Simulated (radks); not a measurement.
The numbers below are computed, except where a source is named.
Charge is removed step by step from the 3p3/2 level of neutral phosphorus, starting from [Ne] 3s2 3p(1/2: 2, 3/2: 1). Code: a radial shooting solver on a logarithmic mesh with Libxc functionals. Model: Dirac Kohn-Sham, LDA (Slater exchange, Perdew-Wang correlation), spin-unpolarised, spherical densities, point nucleus.

[
 {"removed (e)": "0", "E - E(0) (eV)": "0.000", "eigenvalue (eV)": "-5.566", "E minus straight line (eV)": "0.000"},
 {"removed (e)": "0.125", "E - E(0) (eV)": "0.758", "eigenvalue (eV)": "-6.561", "E minus straight line (eV)": "-0.465"},
 {"removed (e)": "0.25", "E - E(0) (eV)": "1.642", "eigenvalue (eV)": "-7.585", "E minus straight line (eV)": "-0.803"},
 {"removed (e)": "0.375", "E - E(0) (eV)": "2.655", "eigenvalue (eV)": "-8.637", "E minus straight line (eV)": "-1.012"},
 {"removed (e)": "0.5", "E - E(0) (eV)": "3.802", "eigenvalue (eV)": "-9.714", "E minus straight line (eV)": "-1.088"},
 {"removed (e)": "0.625", "E - E(0) (eV)": "5.085", "eigenvalue (eV)": "-10.815", "E minus straight line (eV)": "-1.028"},
 {"removed (e)": "0.75", "E - E(0) (eV)": "6.507", "eigenvalue (eV)": "-11.941", "E minus straight line (eV)": "-0.828"},
 {"removed (e)": "0.875", "E - E(0) (eV)": "8.071", "eigenvalue (eV)": "-13.089", "E minus straight line (eV)": "-0.487"},
 {"removed (e)": "1", "E - E(0) (eV)": "9.780", "eigenvalue (eV)": "-14.260", "E minus straight line (eV)": "0.000"}
]

Removing the whole electron costs 9.780 eV by Delta-SCF, against 5.566 eV from minus the eigenvalue at the starting occupation. Slater's transition state (half an electron removed) gives 9.714 eV. Integrating minus the eigenvalue over the occupation (Janak's theorem) gives 9.780 eV. The mean slope of the eigenvalue, de/dn, is 8.69 eV per electron. Ionisation energy of P in the NIST Atomic Spectra Database: 10.487 eV (measured).

Beside tabulated values, note that spin-unpolarised runs miss the spin-polarisation part of the exchange energy of open shells.
